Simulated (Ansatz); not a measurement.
Program: Ansatz. Geometries: PBE0-D4/def2-TZVP. ΔE: electronic, gas phase. CCSD(T)/CBS is the MP2 limit (def2-TZVPP, def2-QZVPP) plus CCSD(T) − MP2 in def2-TZVPP, frozen cores. This one scheme is used for every species. DFT in def2-TZVPP. Each species was taken in one conformer, which may not be the lowest.

`O[SiH2][SiH2]P` + `C[SiH](O)F` → `C[SiH](O)P` + `O[SiH2][SiH2]F`  (redistribution)

```
             level  ΔE (kJ/mol)  difference from CCSD(T)/CBS
            PBE-D4         45.6                         -0.2
         r2SCAN-D4         48.0                          2.2
            B2PLYP         44.4                         -1.4
               PBE         44.6                         -1.2
            r2SCAN         47.7                          1.9
SCS-MP2/def2-TZVPP         44.2                         -1.6
   CCSD/def2-TZVPP         46.6                          0.8
     HF/def2-QZVPP         42.3                         -3.5
SCS-MP2/def2-QZVPP         43.3                         -2.5
      HF/CBS(def2)         42.3                         -3.5
       CCSD(T)/CBS         45.8                            0
```

Largest T1 diagnostic among the species: 0.013.

In def2-TZVPP, CCSD(T) changes the Hartree–Fock value by +4.3 kJ/mol (the triples alone add +0.6 kJ/mol) and MP2 by +3.8 kJ/mol.
